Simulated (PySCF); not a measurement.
**Working out the excitation energy of B**

B [He] 2s2 2p1 (2P) → B [He] 2s2 3s1 (2S). All numbers are calculated (PySCF 2.14, no relativity, point nucleus, in aug-cc-pVDZ (4s3p2d, 23 functions)). Frozen: 1s2. Energies in hartree (1 hartree = 27.21139 eV):

| part | B (lower) | B (upper) |
| --- | --- | --- |
| UHF | -24.530574 | -24.342937 |
| MP2 opposite-spin | -0.034524 | -0.036298 |
| MP2 same-spin | -0.002546 | -0.001998 |

Question: What does Hartree-Fock give?

Answer: (-24.342937) − (-24.530574) = 0.187637 hartree = 5.106 eV.

Question: What do MP2 and SCS-MP2 (6/5 opposite-spin, 1/3 same-spin) give?

Answer: The opposite-spin parts differ by -0.048 eV and the same-spin parts by 0.015 eV. MP2: 5.106 + (-0.048) + (0.015) = 5.073 eV. SCS-MP2: 5.106 + 1.2 × (-0.048) + (0.015)/3 = 5.053 eV.

Measured between the centres of the two terms (NIST): 4.963 eV, so MP2 (valence) is off by 0.110 eV.

A double-zeta basis recovers only part of the correlation energy.

What remains against the reference includes basis incompleteness, the frozen core and correlation beyond second order.
